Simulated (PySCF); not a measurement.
Compound: C3H7FO3Si3.
Cartesian coordinates in Å at the GFN2-xTB level; atoms count from 1:
```xyz
17
C3H7FO3Si3 angstrom
C     -2.497   -1.471   -0.623
C     -1.211   -1.456   -0.316
F     -0.566   -2.652   -0.163
Si    -0.049    0.020   -0.021
C     -1.076    1.614   -0.292
O     -2.233    1.703   -0.616
O     -0.310    2.692   -0.070
Si     2.141   -0.101   -0.912
O      2.620   -0.199    0.674
Si     1.425   -0.131    1.824
H     -3.045   -2.389   -0.756
H     -3.021   -0.542   -0.749
H     -0.812    3.514   -0.208
H      2.791    1.082   -1.470
H      2.607   -1.323   -1.557
H      1.723    1.026    2.665
H      1.507   -1.376    2.580
```

Mayer bond orders were computed from the PBE0/pcSseg-1 density (PySCF). Isolated species at its GFN2-xTB geometry (one conformer only).

Problem. Rank these bonds by Mayer order, highest first.
A. C1–C2
B. O9–Si10
C. Si4–C5
D. C5–O7
E. Si10–Si4

Solution. A (1.91), D (1.11), B (0.93), E (0.84), C (0.76).

Problem. Set the orders of all bonds between heavy atoms beside their lengths and the difference of the IAO charges at their ends.

Solution. 
| bond | Mayer order | length (Å) | q(first) − q(second) (e) |
| --- | --- | --- | --- |
| C1–C2 | 1.911 | 1.323 | -0.380 |
| C5–O6 | 1.885 | 1.205 | +0.742 |
| C5–O7 | 1.111 | 1.341 | +0.782 |
| Si8–O9 | 0.925 | 1.660 | +1.660 |
| O9–Si10 | 0.925 | 1.660 | -1.660 |
| C2–F3 | 0.875 | 1.368 | +0.322 |
| Si4–Si8 | 0.846 | 2.367 | -0.399 |
| Si10–Si4 | 0.845 | 2.367 | +0.399 |
| C2–Si4 | 0.843 | 1.901 | -0.313 |
| Si4–C5 | 0.764 | 1.916 | +0.043 |

Mayer orders depend on the basis set.

These values come from a run that also computed NMR shieldings. Time: 84 s wall; peak memory 1.1 GiB. Hardware: an Arm Neoverse N1 with one thread, on a shared host.
